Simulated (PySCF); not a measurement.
# Adding and removing an electron: TlO

PBE0; PySCF, scalar-relativistic core potentials, basis sets Tl cc-pVDZ-PP with ECP60, O cc-pVDZ. Neutral (UKS): doublet (π ↑), Re = 2.191 Å, ωe = 477 cm⁻¹, De = 2.97 eV, HOMO -6.27 eV, LUMO -2.70 eV.

TlO⁺ (UKS): triplet (π ↑↑), Re = 2.950 Å, ωe = 136 cm⁻¹. The energies at the minima are -247.59622 hartree for TlO and -247.29941 for TlO⁺.

Work out the adiabatic ionisation energy, without and with harmonic zero-point energies (1 hartree = 27.2114 eV, 1 eV = 8065.5 cm⁻¹), and the change of the bond length.

At PBE0: 0.29681 hartree = 8.077 eV between the minima; the zero-point term (136.0 − 477.0)/2 cm⁻¹ = -0.021 eV makes it 8.055 eV. Re changes by +75.9 pm against the neutral. The electron leaves a π orbital, and the ion is left as a loose complex of an ion and an atom.

Spin–orbit coupling is left out, which matters for elements this heavy, above all for dissociation energies. States were picked by a PBE0 search and need not be the measured ground states.
